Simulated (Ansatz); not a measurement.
Program: Ansatz. Geometries: PBE0-D4/def2-TZVP. ΔE: electronic, gas phase. CCSD(T)/CBS adds triple-zeta CCSD(T) − MP2 to the extrapolated MP2 energy (def2 sets, frozen cores). This one scheme is used for every species. Functionals use def2-TZVPP. For Se outer-core shells are correlated without core-valence functions, which leaves a few kJ/mol of doubt a bond. Scalar relativity is left out up to krypton. Each species was taken in one conformer, which may not be the lowest.

Reaction (hydrogenolysis of the Se–Si bond): `P[Se][SiH2][SeH]` + H₂ → `P[SeH]` + `[SiH3][SeH]`

| level | ΔE (eV) |
| --- | --- |
| ωB97X-V | 0.44 |
| r2SCAN | 0.51 |

Task: What does CCSD(T)/CBS give? (An estimate is asked.)

Result: The calculation gave: +0.53 eV. The listed levels differ from it by -0.09, -0.02 eV.

Largest T1 diagnostic among the species: 0.010.

Leaving LDA and LC-ωPBE aside and taking each functional with its dispersion term where it has one, the values, not all of them listed here, spread over 0.21 eV, from CAM-B3LYP-D4 to revPBE-D4. LDA lies +0.04 eV from PBE without D4. In def2-TZVPP, CCSD(T) changes the Hartree–Fock value by +0.28 eV (the triples alone add +0.07 eV) and MP2 by +0.43 eV. At CCSD(T), def2-SVP lies −0.24 eV from the extrapolated value and def2-TZVPP −0.08 eV.
